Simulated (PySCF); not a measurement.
GeI4, SMILES [I][Ge]([I])([I])[I].

Geometry: ωB97X-D3(BJ)/def2-SVP. The isomer is the one that the SMILES or the coordinates give; other isomers of the formula were not compared. The def2 effective core potentials stand for the cores of I; spin–orbit coupling is left out.

All values below come from B3LYP/def2-TZVP (PySCF).

The total energy comes out as -3268.42186 hartree. The point group is Td. The highest occupied level is -7.50 eV. The lowest empty level is -3.39 eV. The orbital gap comes out as 4.11 eV, the dipole moment is 0.00 D and the quadrupole, principal values (traceless, Buckingham form, about the centre of nuclear charge) is 0.00, 0.00, 0.00 D·Å. The mean static polarisability is 160.5 bohr³ (23.79 Å³) and the polarisability, principal values comes out as 160.5, 160.5, 160.5 bohr³.
